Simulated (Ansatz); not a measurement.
Stepwise reaction of `[CH3][SnH2][CH3]` with hydrogen, as a gas-phase model of exchange steps in deposition or etching. ΔE in kJ/mol; ΔG adds harmonic PBE0-D4 terms to CCSD(T)/CBS, at 1 bar.

Calculated with Ansatz (gas phase, PBE0-D4/def2-TZVP geometries, no zero-point term in ΔE). CCSD(T)/CBS adds triple-zeta CCSD(T) − MP2 to the extrapolated MP2 energy (def2 sets, frozen cores). This one scheme is used for every species. DFT in def2-TZVPP. B3LYP here is the variant with VWN-RPA as its local correlation; programs differ in this. def2 core potentials past Kr. For Sn outer-core shells are correlated without core-valence functions, which leaves a few kJ/mol of doubt a bond.

```tsv
step	reaction	PBE-D4	B3LYP-D4	ωB97M-V	CCSD(T)/CBS	ΔG(600 K)
2	`[CH3][SnH3]` + H₂ → `[SnH4]` + CH₄	-43.4	-47.7	-46.3	-37.7	-25.2
```

**Question.** Give the row of step 1, `[CH3][SnH2][CH3]` + H₂ → `[CH3][SnH3]` + CH₄. (An estimate is asked.)

**Answer.** Ansatz gave: 
| step | reaction | PBE-D4 | B3LYP-D4 | ωB97M-V | CCSD(T)/CBS | ΔG(600 K) |
| --- | --- | --- | --- | --- | --- | --- |
| 1 | `[CH3][SnH2][CH3]` + H₂ → `[CH3][SnH3]` + CH₄ | -42.9 | -47.1 | -45.5 | -37.0 | -28.8 |

**Question.** By hand: ΔE of the 2 steps together at CCSD(T)/CBS.

**Answer.** (-37.0) + (-37.7) = -74.7 kJ/mol, or -37.4 kJ/mol a step.

In ΔE the steps differ by no more than 0.7 kJ/mol. All are downhill at CCSD(T)/CBS. ΔG lies between -28.8 and -25.2 kJ/mol a step. PBE-D4 differs from CCSD(T)/CBS by -5.9 to -5.7 kJ/mol a step. Isolated molecules leave out the surface, adducts and barriers. Largest T1 diagnostic: 0.013.
